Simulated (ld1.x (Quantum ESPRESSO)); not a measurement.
## What the settings do to the TM potential of thulium (Tm)

Base potential:

ld1.x (Quantum ESPRESSO) 7.5 input, shortened:

```
&input
   title='Tm', zed=69., rel=1, dft='PZ', iswitch=3,
   config='[Xe] 4f13 5d0.5 6s1.5 6p0'
 /
 &inputp
   pseudotype=2, tm=.true., lloc=-1, rcloc=2.05,
   nlcc=.true., new_core_ps=.true., rcore=1.00
 /
4
5S  1  0   2.00   0.00  1.90  1.90  0.0
5P  2  1   6.00   0.00  2.15  2.15  0.0
5D  3  2   0.50   0.00  2.55  2.55  0.0
4F  4  3  13.00   0.00  1.20  1.20  0.0
 &test
   configts(1)='4f13 5s2 5p6 5d0.5 6s1.5 6p0'
 /
```

Occupied shells without a wave of their own: 6s. They enter only through the test configuration that unscreens the potential, and ld1.x also counts them in the model core charge.

Cutoffs, loose and tight: the cutoffs (Ry, on a coarse ladder) from which the occupation-weighted sum of valence levels, in a spherical-Bessel basis at the reference potential, stays within 10 and 1 mRy of its value at 400 Ry. They do not see the model core or the augmentation charge, which bear on the density cutoff. Test errors are all-electron minus pseudo excitation energies from the reference, over the configurations 4f13 5s2 5p6 5d0 6s2 6p0; 4f13 5s2 5p6 5d0 6s1 6p0; 4f13 5s2 5p6 5d0 6s0 6p0; 4f12 5s2 5p6 5d1 6s1 6p0; 4f14 5s2 5p6 5d0 6s0 6p0; 4f12 5s2 5p6 5d0 6s0 6p0; 4f11 5s2 5p6 5d0 6s0 6p0 (two spin-polarised tests are not counted in the largest error). A dash means not determined; rows that change the core or the reference have their own tests. The largest error is taken over the tests solved by every variant that gives reliable tests at all: 4f12 5s2 5p6 5d1 6s1 6p0; 4f13 5s2 5p6 5d0 6s0 6p0; 4f13 5s2 5p6 5d0 6s1 6p0; 4f14 5s2 5p6 5d0 6s0 6p0.

With those shells counted twice in exchange and correlation these files are broken, and their errors move erratically; no question is asked of them.

A true bound ghost makes a file unfit for plane-wave use even where its test errors are small: the radial tests pick states by their node count and pass the ghost by. Where a test does run into it, the solver fails or the error is huge.

```tsv
change	outcome	cutoff, loose	cutoff, tight	bound ghosts	largest test error (meV)
base	generated, misses its reference levels by 0.25 eV	300 Ry	over 300 Ry	p	-1902
wave 5s (bound): rc 1.90 bohr becomes 5s (bound): rc 1.26 bohr	failed: run_pseudo: Errors in PS-KS equation	–	–	–	–
wave 5s (bound): rc 1.90 bohr becomes 5s (bound): rc 1.58 bohr	generated, misses its reference levels by 0.27 eV	300 Ry	over 300 Ry	p	-1981
wave 5s (bound): rc 1.90 bohr becomes 5s (bound): rc 1.84 bohr	generated, misses its reference levels by 0.26 eV	300 Ry	over 300 Ry	p	-1911
wave 5s (bound): rc 1.90 bohr becomes 5s (bound): rc 1.98 bohr	generated, misses its reference levels by 0.23 eV	300 Ry	over 300 Ry	p	-1887
wave 5s (bound): rc 1.90 bohr becomes 5s (bound): rc 2.32 bohr	generated	300 Ry	over 300 Ry	p	-1896
wave 5s (bound): rc 1.90 bohr becomes 5s (bound): rc 2.54 bohr	failed: run_pseudo: Errors in PS-KS equation	–	–	–	–
wave 5s (bound): rc 1.90 bohr becomes 5s (bound): rc 2.78 bohr	generated	300 Ry	over 300 Ry	p	-1991
```

Reading the sweep of the s radius (base included, trends over the rows without a ghost): Bound ghosts are found at 1.58, 1.84, 1.9, 1.98, 2.32, 2.78 bohr. Every judged row has one, so this setting neither creates nor removes them. The generation fails at 1.26, 2.54 bohr.
